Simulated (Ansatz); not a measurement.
A calculation with Ansatz (development build ahead of 0.2.0).

```yaml
crystal:
  periodic: [false, false, false]
  atoms:
    - { symbol: Ti, position_ang: [0.0, 0.0, 0.0] }
    - { symbol: Cl, position_ang: [0.0, 0.0, 2.115] }
basis:
  gaussian: { orbitals: pcseg-2 }
magnetization:
  spin_polarized: true
  initial_magnetization: 3
hamiltonian:
  xc: pbe
```

The input is written out in the form of the current development build from the run's settings.

Results

```
Converged                       : yes
Total energy                    : -1309.27676 hartree
Spin squared of the determinant : 3.756
Stability test                  : minimum
```

Caution: other spin multiplicities were not run.
